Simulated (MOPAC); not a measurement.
Job for MOPAC: PM7 on CH3Br (SMILES CBr).

```
PM7 1SCF PRECISE CHARGE=0 THREADS=1
CH3Br

C     -0.40019675 1    -1.20312296 1     3.35895687 1
Br    -0.35025680 1     0.67656043 1     3.91352201 1
H     -0.30322324 1    -1.22604569 1     2.27902456 1
H     -1.35179098 1    -1.61052114 1     3.68113248 1
H      0.42935547 1    -1.70566992 1     3.84330791 1
```

It printed:

```
*******************************************************************************
 **                                                                           **
 **                              MOPAC v23.2.5                                **
 **                                                                           **
 *******************************************************************************
 ** MOPAC's Digital Object Identifier: https://doi.org/10.5281/zenodo.6511958 **
 **                                                                           **
 ** Please cite the open-source release paper for use of this MOPAC version:  **
 ** J. E. Moussa and J. J. P. Stewart (2026)                                  **
 ** MOPAC: An open-source semiempirical molecular orbital program             **
 ** J. Open Source Softw., 11(119), 8025, https://doi.org/10.21105/joss.08025 **
 *******************************************************************************

                              PM7 CALCULATION RESULTS

 *******************************************************************************
 *  PM7        - The PM7 Hamiltonian to be used
 *
 *
 *
 *                 CHARGE ON SYSTEM = 0
 *
 *
 *
 *  PRECISE    - TIGHTER CRITERIA TO BE USED
 *  1SCF       - DO 1 SCF AND THEN STOP
 *  THREADS=1  - MULTI-THREADING NOT USED
 *  T=         - A TIME OF 172800.0 SECONDS REQUESTED
 *  DUMP=N     - RESTART FILE WRITTEN EVERY 7200.0 SECONDS REQUESTED
 *******************************************************************************
PM7 1SCF PRECISE CHARGE=0 THREADS=1
 CH3Br

   ATOM   CHEMICAL          X               Y               Z
  NUMBER   SYMBOL      (ANGSTROMS)     (ANGSTROMS)     (ANGSTROMS)

     1       C         -0.40019675  *  -1.20312296  *   3.35895687  *
     2      Br         -0.35025680  *   0.67656043  *   3.91352201  *
     3       H         -0.30322324  *  -1.22604569  *   2.27902456  *
     4       H         -1.35179098  *  -1.61052114  *   3.68113248  *
     5       H          0.42935547  *  -1.70566992  *   3.84330791  *



          CARTESIAN COORDINATES

    NO.       ATOM           X           Y           Z

     1         C         -0.4002     -1.2031      3.3590
     2        Br         -0.3503      0.6766      3.9135
     3         H         -0.3032     -1.2260      2.2790
     4         H         -1.3518     -1.6105      3.6811
     5         H          0.4294     -1.7057      3.8433

 General Reference for PM7:
 "Optimization of Parameters for Semiempirical Methods VI: More Modifications to the
 NDDO Approximations and Re-optimization of Parameters", J. J. P. Stewart, J. Mol. Mod., 1:32, 19 (2013)
 https://link.springer.com/article/10.1007/s00894-012-1667-x

           Empirical Formula: C H3 Br  =     5 atoms



      MOLECULAR POINT GROUP   :   C3v


      RHF CALCULATION, NO. OF DOUBLY OCCUPIED LEVELS = 7


 -------------------------------------------------------------------------------
 PM7 1SCF PRECISE CHARGE=0 THREADS=1
 CH3Br



     1SCF WAS SPECIFIED, SO BFGS WAS NOT USED
     SCF FIELD WAS ACHIEVED


                              PM7 CALCULATION
                                                       MOPAC v23.2.5 Linux




          FINAL HEAT OF FORMATION =         -7.29780 KCAL/MOL =     -30.53400 KJ/MOL


          COSMO AREA              =         82.99 SQUARE ANGSTROMS
          COSMO VOLUME            =         66.35 CUBIC ANGSTROMS

          IONIZATION POTENTIAL    =         10.244410 EV
          HOMO LUMO ENERGIES (EV) =        -10.244  0.446
          NO. OF FILLED LEVELS    =          7
          MOLECULAR WEIGHT        =         94.9387         POINT GROUP:  C3v

          MOLECULAR DIMENSIONS (Angstroms)

            Atom       Atom       Distance
            H     3   Br     2     2.50873
            H     5    H     4     1.79104
            H     3    H     4     1.41414


          SCF CALCULATIONS        =          1





   ATOM   CHEMICAL          X               Y               Z
  NUMBER   SYMBOL      (ANGSTROMS)     (ANGSTROMS)     (ANGSTROMS)

     1       C         -0.40019675  *  -1.20312296  *   3.35895687  *
     2      Br         -0.35025680  *   0.67656043  *   3.91352201  *
     3       H         -0.30322324  *  -1.22604569  *   2.27902456  *
     4       H         -1.35179098  *  -1.61052114  *   3.68113248  *
     5       H          0.42935547  *  -1.70566992  *   3.84330791  *

                             CARTESIAN COORDINATES

   1    C       -0.400196750    -1.203122960     3.358956870
   2   Br       -0.350256800     0.676560430     3.913522010
   3    H       -0.303223240    -1.226045690     2.279024560
   4    H       -1.351790980    -1.610521140     3.681132480
   5    H        0.429355470    -1.705669920     3.843307910


           Empirical Formula: C H3 Br  =     5 atoms



      MOLECULAR POINT GROUP   :   C3v


                  EIGENVALUES
 -26.57854 -23.20614 -15.20749 -15.20265 -12.88729 -10.24486 -10.24441   0.44600
   5.00848   5.01003   5.83011 257.25646 257.27204 257.27211 257.93336 257.93337


              NET ATOMIC CHARGES AND DIPOLE CONTRIBUTIONS

  ATOM NO.   TYPE          CHARGE      No. of ELECS.   s-Pop       p-Pop       d-Pop
    1          C          -0.389979        4.3900     1.09051     3.29947
    2         Br          -0.102254        7.1023     1.95991     5.13873     0.00361
    3          H           0.164182        0.8358     0.83582
    4          H           0.164022        0.8360     0.83598
    5          H           0.164029        0.8360     0.83597
 DIPOLE           X         Y         Z       TOTAL
 POINT-CHG.    -0.044    -1.658    -0.489     1.729
 HYBRID        -0.002    -0.063    -0.018     0.065
 SUM           -0.046    -1.721    -0.506     1.794


          ATOMIC ORBITAL ELECTRON POPULATIONS

     Atom    s        px        py        pz      x^2-y^2     xz        z^2       yz        xy
    1  C   1.09051   1.18859   0.94367   1.16720
    2 Br   1.95991   1.99789   1.21102   1.92982   0.00140   0.00003   0.00051   0.00097   0.00070
    3  H   0.83582
    4  H   0.83598
    5  H   0.83597

 **********************
 *                    *
 * JOB ENDED NORMALLY *
 *                    *
 **********************




 == MOPAC DONE ==
```

The run finished.

Cost: roughly 0.04 core-seconds.
